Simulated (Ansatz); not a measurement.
Isolated molecules relaxed with PBE0-D4/def2-TZVP in Ansatz; ΔE leaves out vibrations. CCSD(T)/CBS is the MP2 limit (def2-TZVPP, def2-QZVPP) plus CCSD(T) − MP2 in def2-TZVPP, frozen cores. Functionals use def2-TZVPP. B3LYP here is the variant with VWN-RPA as its local correlation; programs differ in this. HSE06 is defined as in plane-wave codes. Elements past krypton have def2 core potentials. For In outer-core shells are correlated without core-valence functions, which leaves a few kJ/mol of doubt a bond.

Consider the redistribution: `[CH3][In]([SiH3])[Cl]` + `[F][In]([Cl])[Cl]` → `[CH3][In]([F])[Cl]` + `[SiH3][In]([Cl])[Cl]`.

| level | ΔE (kJ/mol) | difference from CCSD(T)/CBS |
| --- | --- | --- |
| revPBE-D4 | -37.4 | 0.6 |
| r2SCAN-D4 | -39.3 | -1.3 |
| PBE0-D4 | -38.1 | -0.1 |
| r2SCANh-D4 | -39.3 | -1.3 |
| BHLYP-D4 | -39.8 | -1.8 |
| ωB97X-V | -37.7 | 0.3 |
| B2PLYP | -40.2 | -2.2 |
| PBE-QIDH | -37.5 | 0.5 |
| BLYP | -42.4 | -4.4 |
| B3LYP | -41.7 | -3.7 |
| r2SCAN0 | -39.2 | -1.2 |
| HSE06 | -38.6 | -0.6 |
| MP2/def2-SVP | -35.5 | 2.5 |
| HF/def2-TZVPP | -37.5 | 0.5 |
| CCSD/def2-TZVPP | -36.7 | 1.3 |
| HF/CBS(def2) | -37.0 | 1.0 |
| CCSD(T)/CBS | -38.0 | 0 |

Largest T1 diagnostic among the species: 0.014.

Leaving LDA and LC-ωPBE aside and taking each functional with its dispersion term where it has one, the values, not all of them listed here, spread over 4.5 kJ/mol, from BLYP-D4 to B97M-V.
